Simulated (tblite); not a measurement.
Run record: tight-binding relaxation, `B[N](C)[GeH2][B](C)C`.

Computed with GFN2-xTB geometry optimisation, gas phase (tblite 0.8.0). Start geometry: from a force field or distance geometry. The command runs a driver script over a list of jobs; the input below is this job's line of settings and its coordinates in Å.

Command:
```bash
OMP_NUM_THREADS=1 python probes_run.py task.json out
```

Input:
```
{"job": {"kind": "relax", "xc": "GFN2-xTB", "basis": "xTB"}, "charge": 0, "multiplicity": 1}
B      1.353200     0.936800    -1.700400
N      1.598400     0.580600    -0.272900
C      3.002500     0.453900     0.085600
Ge     0.535900    -0.780800     0.365400
B     -1.416600    -0.354300     0.059500
C     -2.510300    -1.491800     0.103300
C     -1.923600     1.153400     0.162200
H      1.564900     0.152200    -2.556600
H      0.554800     1.788100    -1.943300
H      3.157300    -0.158100     0.999000
H      3.623200     0.033600    -0.718500
H      3.355900     1.491300     0.294800
H      0.799100    -2.154700    -0.260000
H      0.744400    -0.888200     1.903900
H     -2.868200    -1.675300     1.149100
H     -3.413100    -1.161500    -0.450200
H     -2.119200    -2.460400    -0.268900
H     -1.050800     1.826200     0.255700
H     -2.501700     1.260400     1.109800
H     -2.491300     1.459300    -0.730200
```

Output:
```
step      E/eV     max force
  0    -553.01250    1.624
  1    -553.16689    1.125
  2    -553.32887    0.764
  3    -553.37800    0.603
  4    -553.44134    0.445
  5    -553.47800    0.462
  6    -553.51950    0.521
  7    -553.55891    0.545
  8    -553.61886    0.552
  9    -553.68674    0.618
... (189 lines left out)
199    -554.54251    0.032
200    -554.54258    0.026
201    -554.54263    0.026
202    -554.54268    0.022
203    -554.54277    0.022
204    -554.54283    0.025
205    -554.54291    0.026
206    -554.54297    0.020
207    -554.54300    0.010
208    -554.54301    0.006
```

«max force» is the largest atomic force in eV/Å.

From which step on does the largest force stay under 0.1 eV/Å, and how much energy is left to gain from there?

From step 103 (0.060 eV/Å), 39.1 meV above the end.

In short: energy lowered by 35.3 kcal/mol over 208 steps; largest atomic force 0.006 eV/Å at the end.

Give the final coordinates.

0.955 Å rms from the input after alignment:
```
atom  x, y, z in Å
B1     1.1466    0.6687   -1.6902
N2     1.5885    0.1544   -0.4856
C3     2.9959    0.0532   -0.1565
Ge4    0.4373   -0.4805    0.8459
B5    -1.4913   -0.1735    0.2540
C6    -2.2463   -1.3191   -0.4985
C7    -2.1625    1.1947    0.6085
H8     1.9129    1.0444   -2.4981
H9    -0.0143    0.7204   -1.8807
H10    3.2098    0.6058    0.7636
H11    3.2725   -0.9920    0.0133
H12    3.6093    0.4553   -0.9611
H13    0.9597   -1.8961    1.0750
H14    0.9680    0.2371    2.0839
H15   -2.2297   -2.2435    0.0816
H16   -3.2805   -1.1014   -0.7571
H17   -1.7158   -1.5535   -1.4232
H18   -1.4773    2.0312    0.4684
H19   -2.4057    1.1930    1.6739
H20   -3.0825    1.4122    0.0701
```

Estimate the wall time. Hardware: an Intel Xeon at 2.70 GHz with one thread, shared host with 64 logical CPUs at a one-minute load of 60.

About 4.6 s.
Labels such as C1 count atoms from 1, the log's own numbers from 0.
